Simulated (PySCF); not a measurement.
An unknown is described by computed data only.

Elements present: C, F, H, O and Si. Monoisotopic mass: 184.0207 u.

| Quantity | Value |
| --- | --- |
| NMR, other nuclei | isotropic shieldings of nuclei other than C and H, by class: 233 (1 O), 290 (1 O), 441 (1 F), 354 (1 Si), 381 (1 Si), 394 (1 Si) ppm [GIAO PBE0/pcSseg-1] |
| 1H NMR | chemical shifts (computed TMS as zero) by class: 5.56 (1 H), 5.48 (1 H), 5.28 (3 H), 5.26 (1 H), 4.16 (1 H), 1.34 (3 H), 1.22 (3 H) ppm [GIAO PBE0/pcSseg-1] |
| 13C NMR | chemical shifts (computed TMS as zero) by class: 69.7 (1 C), 28.6 (1 C), 27.3 (1 C) ppm [GIAO PBE0/pcSseg-1] |
| Dipole | 3.00 D [PBE0/pcSseg-1] |
| Rotational structure | rotational constants A, B, C: 1.018, 0.651, 0.443 GHz [GFN2-xTB] |

The electronic properties come from PySCF, for the isolated species, density fitting. Levels stand in brackets. One conformer (not necessarily the lowest) at the GFN2-xTB geometry, without solvent, vibrations or thermal averaging. GFN2-xTB frequencies show an imaginary mode (37i cm⁻¹), so this geometry is no minimum at that level. Each NMR value is the plain mean over a class of atoms that symmetry, rotation or inversion makes alike.

Task: Which formula fits the mass and the elements?

Result: C3H13FO2Si3 (calculated 184.0207). No other formula that holds each of these elements comes within 0.0003 u with a fitting electron parity and a possible valence count.

Task: Propose a structure and show how it fits.

Result: Numbering: `[CH3:1][CH:2]([CH3:3])[O:4][Si@@H:5]([O:6][SiH3:7])[SiH2:8][F:9]`. Its formula, C3H13FO2Si3, gives 0 degrees of unsaturation, so no ring and no π bond. 3 carbons fall into 3 classes; from least to most shielded: sp3 carbon bound to oxygen [C2] (69.7 ppm), methyl carbon [C3] (28.6 ppm), methyl carbon [C1] (27.3 ppm). Hydrogen classes from least to most shielded: 1 H on a fluorine-bound silicon, Si8 (5.56 ppm), 1 H on an oxygen-bound silicon, Si5 (5.48 ppm), 3 H on an oxygen-bound silicon, Si7 (5.28 ppm), 1 H on a fluorine-bound silicon, Si8 (5.26 ppm), 1 H on an sp3 carbon bound to oxygen, C2 (4.16 ppm), 3 H on a methyl carbon, C3 (1.34 ppm, a mean of values up to 0.5 ppm apart in this geometry), 3 H on a methyl carbon, C1 (1.22 ppm). The other shieldings belong to: 233 ppm, silyl ether oxygen [O4]; 290 ppm, siloxane oxygen [O6]; 441 ppm, silicon-bound fluorine [F9]; 354 ppm, fluorine-bound silicon [Si8]; 381 ppm, oxygen-bound silicon [Si5]; 394 ppm, oxygen-bound silicon [Si7]. The optimised geometry has point group C1 and is an asymmetric top. Structure: `CC(C)O[Si@H]([SiH2]F)O[SiH3]`. The assignments are read from this structure; whether some other isomer fits the data as well wasn't checked. The mirror image fits equally.

Conformer computed: `[CH3:1][CH:2]([CH3:3])[O:4][Si@@H:5]([O:6][SiH3:7])[SiH2:8][F:9]`: C1–C2–O4–Si5 130°, C2–O4–Si5–O6 51°, O4–Si5–O6–Si7 78°, O4–Si5–Si8–F9 165°.
